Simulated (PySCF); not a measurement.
Tc+ (technetium, charge +1) across methods

[Kr] 4d5 5s1, high-spin 7S determinant. All numbers are calculated (PySCF 2.14, a scalar-relativistic core potential, in aug-cc-pwCVTZ-PP with ECP28MDF).

| method | E (hartree) | mean ε 4p β (eV) | mean ε 4d α (eV) | mean ε 5s α (eV) | Σ⟨r²⟩ (bohr²) | ⟨S²⟩ |
| --- | --- | --- | --- | --- | --- | --- |
| r2SCAN | -80.2304 | -51.129 | -15.673 | -12.521 | 38.35 | 12.001 |
| LDA | -79.9893 | -50.519 | -15.316 | -12.498 | 38.83 | 12.000 |
| BP86 | -80.2505 | -50.731 | -15.299 | -12.383 | 38.64 | 12.000 |
| PBE0 | -80.1790 | -52.779 | -16.945 | -12.882 | 38.58 | 12.000 |
| B3LYP | -80.1978 | -52.461 | -16.441 | -12.710 | 38.67 | 12.000 |
| M06-L | -80.2010 | -50.863 | -15.297 | -11.867 | 38.19 | 12.000 |
| UHF | -79.64618 | -58.391 | -21.465 | -14.440 | 38.83 | 12.001 |

Problem. Estimate the same row for PBE.

Solution. E (hartree) = -80.1886; mean ε 4p β (eV) = -50.477; mean ε 4d α (eV) = -15.239; mean ε 5s α (eV) = -12.224; Σ⟨r²⟩ (bohr²) = 38.74; ⟨S²⟩ = 12.000.

Energies and moments cover only the electrons outside the core potential.
